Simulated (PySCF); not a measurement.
Be(NH2)2 (BeH4N2), SMILES [NH2][Be][NH2]. Atoms are numbered in the order given.

```xyz
7

Be     0.0000     0.0000     0.0000
N      0.0000     0.0000    -1.5112
H      0.5814     0.5814    -2.0927
H     -0.5814    -0.5814    -2.0927
N      0.0000     0.0000     1.5112
H      0.5814    -0.5814     2.0927
H     -0.5814     0.5814     2.0927
```

Geometry: r2SCAN-D4/def2-TZVP. The values are those of a single conformer.

These are PySCF with PBE0/pcJ-1 values and carry that method's errors.

Isotropic couplings with Fermi-contact, spin-dipole and both spin-orbit terms, one fixed conformer, no vibrational averaging. Isotopes: 14N, 1H.

Computed spin–spin coupling constants:
```json
[
 {"pair": "N2–H3", "bonds apart": "1", "J (Hz)": "52.5"},
 {"pair": "N2–H4", "bonds apart": "1", "J (Hz)": "52.5"},
 {"pair": "N5–H6", "bonds apart": "1", "J (Hz)": "52.5"},
 {"pair": "N5–H7", "bonds apart": "1", "J (Hz)": "52.5"},
 {"pair": "N2–N5", "bonds apart": "2", "J (Hz)": "0.4"},
 {"pair": "H3–H4", "bonds apart": "2", "J (Hz)": "-9.9"},
 {"pair": "H6–H7", "bonds apart": "2", "J (Hz)": "-9.9"},
 {"pair": "H3–H6", "bonds apart": "4", "J (Hz)": "-0.6"},
 {"pair": "H3–H7", "bonds apart": "4", "J (Hz)": "-0.6"},
 {"pair": "H4–H6", "bonds apart": "4", "J (Hz)": "-0.6"},
 {"pair": "H4–H7", "bonds apart": "4", "J (Hz)": "-0.6"}
]
```
